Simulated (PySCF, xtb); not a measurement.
isopropylamine cation (C3H9N), SMILES CC(C)N (connectivity only; charge and spin as stated), charge +1, multiplicity 2. Other conformers were not sampled.

Harmonic wavenumbers (cm⁻¹) from GFN2-xTB (xtb) at its own minimum, in rising order: 143, 199, 207, 343, 393, 427, 479, 840, 863, 927, 977, 988, 994, 1066, 1095, 1191, 1279, 1359, 1383, 1402, 1404, 1423, 1437, 1453, 2533, 2995, 3002, 3041, 3043, 3074, 3077, 3400, 3458.

Q: What does PBE-D3(BJ)/def2-SVP in PySCF give at its own minimum? (An estimate is asked for; the answer gives what the named calculation found.)

A: 183, 192, 230, 350, 395, 418, 642, 791, 832, 926, 950, 965, 1003, 1032, 1063, 1224, 1228, 1319, 1344, 1380, 1399, 1402, 1419, 1537, 2563, 2979, 2984, 3077, 3078, 3110, 3113, 3380, 3503. Paired by order, the mean absolute difference is 31 cm⁻¹ and the zero-point energies are 71.3 and 71.5 kcal/mol.
